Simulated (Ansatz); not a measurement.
H$_{4}$B (SMILES [BH4-]), charge -1, singlet, at a GFN2-xTB geometry (a gas-phase anion, which may not be bound at this level).

Ansatz (an electronic-structure program) was given this input:
Ansatz 0.2 input:
```yaml
crystal:
  periodic: [false, false, false]
  atoms:
    - {symbol: B, position_ang: [0.00000000, 0.00000000, 0.00000000]}
    - {symbol: H, position_ang: [-0.78935573, -0.82329958, -0.45703408]}
    - {symbol: H, position_ang: [0.16226976, -0.21027872, 1.19968171]}
    - {symbol: H, position_ang: [-0.45033333, 1.13195784, -0.16017538]}
    - {symbol: H, position_ang: [1.07741931, -0.09837954, -0.58247225]}
basis:
  gaussian:
    orbitals: def2-SVP
total_charge: -1
magnetization: {spin_polarized: false}
correlation: {method: ccsd_t, electrons: outside_noble_gas}
accuracy: high
```

Task: What does this run give for the total energy, T1 diagnostic, coupled-cluster correlation energy (without the perturbative part), number of basis functions, MP2 correlation energy?

Result: 
* **total energy**: -27.1171 Eh
* **T1 diagnostic**: 0.008
* **coupled-cluster correlation energy (without the perturbative part)**: -0.1603 Eh
* **number of basis functions**: 34
* **MP2 correlation energy**: -0.1333 Eh

A gas-phase anion may not be bound at this level; its values then depend on the basis.
